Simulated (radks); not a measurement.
Values are calculated unless marked as measured or tabulated.
Q: All-electron atom: the tungsten ion W3+ in [Xe] 4f14 5d3 (the NIST ground configuration). Level of theory: scalar-relativistic Kohn-Sham, PBE, spin-polarised, spherical densities, finite nucleus; open shells are filled with parallel spins first (spin-orbit coupling, left out, can overturn this in heavy ions); Fermi nuclear charge, rms radius 5.3658 fm (a radial shooting solver on a logarithmic mesh with Libxc functionals). Some entries of the table are withheld. Estimate them.

orbital,occ.,eigenvalue (eV),<1/r> (bohr^-1)
1s down,1,-69499.18,87.05
1s up,1,-69499.18,87.05
2s up,1,-12020.22,20.35
2s down,1,-12020.07,20.35
2p up,3,-10518.38,18.45
2p down,3,-10518.26,18.45
3s up,1,-2790.633,7.538
3s down,1,-2790.596,7.538
3p up,3,-2345.671,6.961
3p down,3,-2345.627,6.961
3d up,5,-1833.216,6.577
3d down,5,-1833.118,6.577
4s up,1,-598.7038,3.203
4s down,1,-598.5750,3.203
4p up,3,-452.6983,2.911
4p down,3,-452.5802,2.910
4d up,5,-267.4522,2.589
4d down,5,-267.3101,2.590
5s up,1,-108.4927,(1)
5s down,1,-107.0135,(2)
5p up,3,(3),(4)
5p down,3,(5),(6)
4f up,7,-62.2810,2.082
4f down,7,-61.9496,2.090
5d up,3,-32.1179,0.7322
5d down,0,-29.6497,0.7334

A: 
(1) 5s up <1/r> (bohr^-1): 1.251
(2) 5s down <1/r> (bohr^-1): 1.261
(3) 5p up eigenvalue (eV): -72.6263
(4) 5p up <1/r> (bohr^-1): 1.056
(5) 5p down eigenvalue (eV): -70.6502
(6) 5p down <1/r> (bohr^-1): 1.067
